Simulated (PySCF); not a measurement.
B(CCH)(Me)2 (C4H7B), SMILES C#CB(C)C.

Geometry optimised at B3LYP-D3(BJ)/def2-SVP.

Method: B3LYP/def2-TZVP run with PySCF.

Symmetry labels are those of the subgroup C2 that the program uses (full group C2).

**Question.** List the valence orbital energies around the gap with their symmetry. (An estimate is asked for; the answer gives what the named calculation found.)

**Answer.** 
| orbital | symmetry | energy (eV) |
|---|---|---|
| HOMO−7 | A | -11.58 |
| HOMO−6 | B | -11.23 |
| HOMO−5 | B | -10.82 |
| HOMO−4 | A | -10.55 |
| HOMO−3 | A | -9.51 |
| HOMO−2 | B | -9.12 |
| HOMO−1 | B | -8.10 |
| HOMO | B | -7.52 |
| LUMO | B | -1.65 |
| LUMO+1 | A | 0.65 |
| LUMO+2 | B | 0.72 |
| LUMO+3 | A | 1.82 |
